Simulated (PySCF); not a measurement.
## Dipole response of Cu⁺ (copper, charge +1)

[Ar] 3d10, closed-shell 1S. Computed with PySCF 2.14 in aug-cc-pVTZ-PP with one added diffuse shell each of s, p, d, f, g type with ECP10MDF (7s7p6d4f3g, 113 functions), with scalar relativity through the core potential. Coupled (time-dependent) response in atomic units; α is the mean over directions.

```tsv
method	mean α (bohr³)	C₆ (like pair)	S(−4)
wB97X	7.429	24.82	44.78
```

S(−4) is the Cauchy moment in α(ω) = α(0) + S(−4) ω² + …

α(iu) at wB97X:

| u (hartree) | α(iu) (bohr³) |
| --- | --- |
| 0 | 7.429 |
| 0.0500 | 7.320 |
| 0.100 | 7.020 |
| 0.200 | 6.127 |
| 0.300 | 5.222 |
| 0.500 | 3.898 |
| 0.750 | 2.911 |
| 1.00 | 2.297 |
| 1.50 | 1.575 |
| 2.00 | 1.167 |
| 3.00 | 0.7291 |
| 5.00 | 0.3724 |

A single London oscillator, α(iu) = α/(1 + u²/ω²), gives C₆ = (3/4) ω α². Matching the computed C₆ needs ω = 4 × 24.82 / (3 × 7.429²) = 0.600 hartree.

For an ion, C₆ is the dispersion term alone; charge-induced terms of lower order in 1/R come first.

Energies and moments cover only the electrons outside the core potential.
